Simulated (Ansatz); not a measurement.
Geometry optimisation, Ansatz 0.2.0, UKS PBE/def2-SVP.

Input file:

```yaml
crystal:
  periodic: [false, false, false]
  atoms:
    - { symbol: C, position_ang: [-0.3864, -1.8817, -0.1645] }
    - { symbol: C, position_ang: [-0.0125, -0.7264, 0.0011] }
    - { symbol: Sn, position_ang: [0.698, 1.2116, 0.2976] }
    - { symbol: H, position_ang: [-0.7349, -2.8036, -0.3365] }
    - { symbol: H, position_ang: [2.17407, 1.45227, -0.61464] }
    - { symbol: H, position_ang: [0.96912, 1.51931, 1.99478] }
magnetization:
  spin_polarized: true
  initial_magnetization: 1
basis:
  gaussian: { orbitals: def2-SVP }
hamiltonian:
  xc: pbe
relax:
  f_tol: 0.015
  max_steps: 40
output:
  orbitals: {}
```

Launched with:

```bash
$ ansatz run input.yaml --threads 1 --pin off --max-ram 2048MiB --backend cpu --events-out ev --progress --plain --runs-dir out
```

**Question.** Where does it end, and by what steps?

**Answer.** It converged. After 6 steps the energy has fallen by 0.184 eV; C2 moved furthest, 0.10 Å.

| step | energy less start (eV) | largest force component (eV/Å) | accepted |
| --- | --- | --- | --- |
| 0 | 0.0000 | 3.704 | yes |
| 1 | -0.1653 | 0.673 | yes |
| 2 | -0.1779 | 0.138 | yes |
| 3 | -0.1803 | 0.137 | yes |
| 4 | -0.1806 | 0.208 | yes |
| 5 | -0.1837 | 0.307 | yes |
| 6 | -0.1844 | 0.010 | yes |

```xyz
6
Properties=species:S:1:pos:R:3
C -0.396 -1.859 -0.173
C 0.079 -0.741 0.032
Sn 0.690 1.261 0.285
H -0.790 -2.854 -0.342
H 2.168 1.462 -0.613
H 0.957 1.503 1.989
```

Whether the end is a true minimum wasn't checked by a vibrational analysis.

Run time: 20 s on 1 thread of Arm Neoverse V1, on a shared host, peak memory 0.14 GiB.
